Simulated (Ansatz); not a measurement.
Z-matrix (Å, degrees):
```
C
B 1 1.582
H 1 1.093 2 112.5
H 1 1.093 2 112.6 3 121.7
H 1 1.096 2 110.2 3 -119.1
N 2 1.416 1 119.8 3 -151.2
N 2 1.416 1 119.8 3 30.0
H 6 1.004 2 124.4 1 -177.7
H 6 1.003 2 122.1 1 1.4
H 7 1.003 2 122.1 1 -1.4
H 7 1.004 2 124.4 1 177.7
```

Total charge 0; spin multiplicity 1.

List the PBE/def2-TZVPP orbital energies in eV (Ansatz 0.2.0). (Estimate.)

Computed: Occupied: -379.63, -379.62, -267.70, -176.14, -21.24, -20.44, -16.55, -12.51, -12.00, -11.81, -10.10, -9.26, -8.74, -7.52, -6.94, -5.35. Lowest empty: 0.10, 1.20, 1.25, 1.32, 2.08, 2.31, 2.66, 3.23.
